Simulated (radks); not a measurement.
Results of a calculation; reference values are marked as such.
Pt6+, configuration [Xe] 4f14 5d4.

Code: a radial shooting solver on a logarithmic mesh with Libxc functionals. Model: Dirac Kohn-Sham, LB94 model potential, spin-unpolarised, spherical densities, finite nucleus; open shells fill j = l - 1/2 first; Fermi nuclear charge, rms radius 5.427 fm.

Energy parts (hartree):
part                   energy
kinetic            21136.3801
electron-nucleus  -46182.8826
Hartree             6967.2221
(The LB94 potential has no energy functional, so no total or exchange-correlation energy is given.)

Orbitals (lengths in bohr, moments of r in powers of bohr; r(max) is where P^2 peaks; r(90%) holds 90 % of the orbital's charge):
| orbital | occ. | eigenvalue (hartree) | <1/r> | <r^4> | r(90%) | r(max) | small-component weight |
|---|---|---|---|---|---|---|---|
| 1s1/2 | 2 | -2889.452 | 93.98 | 4.498e-07 | 0.0313 | 0.01061 | 8.76e-02 |
| 2s1/2 | 2 | -510.7801 | 23.06 | 0.00006573 | 0.112 | 0.06137 | 2.00e-02 |
| 2p1/2 | 2 | -490.2496 | 23.06 | 0.00003906 | 0.0982 | 0.04523 | 2.02e-02 |
| 2p3/2 | 4 | -426.2177 | 18.90 | 0.00005983 | 0.109 | 0.05253 | 1.80e-02 |
| 3s1/2 | 2 | -122.9093 | 8.460 | 0.002394 | 0.274 | 0.1728 | 6.66e-03 |
| 3p1/2 | 2 | -113.5587 | 8.388 | 0.002089 | 0.266 | 0.1613 | 6.63e-03 |
| 3p3/2 | 4 | -99.50162 | 7.306 | 0.002855 | 0.287 | 0.1761 | 5.99e-03 |
| 3d3/2 | 4 | -83.76777 | 7.209 | 0.001901 | 0.260 | 0.1372 | 5.89e-03 |
| 3d5/2 | 6 | -80.73041 | 6.960 | 0.002090 | 0.266 | 0.1413 | 5.72e-03 |
| 4s1/2 | 2 | -29.11090 | 3.565 | 0.05495 | 0.596 | 0.3904 | 2.23e-03 |
| 4p1/2 | 2 | -25.14204 | 3.462 | 0.05878 | 0.608 | 0.3887 | 2.15e-03 |
| 4p3/2 | 4 | -21.81651 | 3.081 | 0.07989 | 0.656 | 0.4198 | 1.89e-03 |
| 4d3/2 | 4 | -15.26796 | 2.884 | 0.09637 | 0.689 | 0.4134 | 1.71e-03 |
| 4d5/2 | 6 | -14.64693 | 2.796 | 0.1058 | 0.705 | 0.4231 | 1.64e-03 |
| 5s1/2 | 2 | -7.20703 | 1.470 | 1.374 | 1.33 | 0.8611 | 5.84e-04 |
| 4f5/2 | 6 | -6.27558 | 2.425 | 0.1974 | 0.815 | 0.3821 | 1.28e-03 |
| 4f7/2 | 8 | -6.14562 | 2.391 | 0.2086 | 0.826 | 0.3870 | 1.26e-03 |
| 5p1/2 | 2 | -5.89868 | 1.354 | 1.875 | 1.44 | 0.9087 | 5.08e-04 |
| 5p3/2 | 4 | -5.29156 | 1.219 | 2.591 | 1.57 | 0.9868 | 4.35e-04 |
| 5d3/2 | 4 | -3.44941 | 0.9792 | 6.016 | 1.94 | 1.160 | 2.92e-04 |
| 5d5/2 | 0 | -3.37208 | 0.9530 | 6.556 | 1.99 | 1.189 | 2.79e-04 |

The highest occupied level is 5d3/2 at -93.863 eV. The electron density at the nucleus is 1.975e+06 e/bohr^3.
